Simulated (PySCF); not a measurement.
## Working out the ionisation energy of Ne⁺

Ne⁺ [He] 2s2 2p5 (2P) → Ne²⁺ [He] 2s2 2p4 (3P). All numbers are calculated (PySCF 2.14, the non-relativistic Hamiltonian (point nucleus), in def2-TZVP). Frozen: 1s2. Energies in hartree (1 hartree = 27.21139 eV):

| part | Ne⁺ (lower) | Ne²⁺ (upper) |
| --- | --- | --- |
| UHF | -127.818505 | -126.374823 |
| CCSD correlation | -0.205547 | -0.154954 |
| (T) | -0.002237 | -0.001389 |

Task: What does Hartree-Fock give?

Result: (-126.374823) − (-127.818505) = 1.443682 hartree = 39.285 eV.

Task: What do CCSD and CCSD(T) give?

Result: The CCSD correlation energies differ by 0.050593 hartree = 1.377 eV and the triples by 0.000848 hartree = 0.023 eV, so CCSD gives 40.662 eV and CCSD(T) 40.685 eV.

Reference: 40.963 eV (measured; NIST Atomic Spectra Database, ionization energies), between the lowest levels; spin-orbit coupling is absent from the calculation.

What remains against the reference includes basis incompleteness, the frozen core and higher excitations.
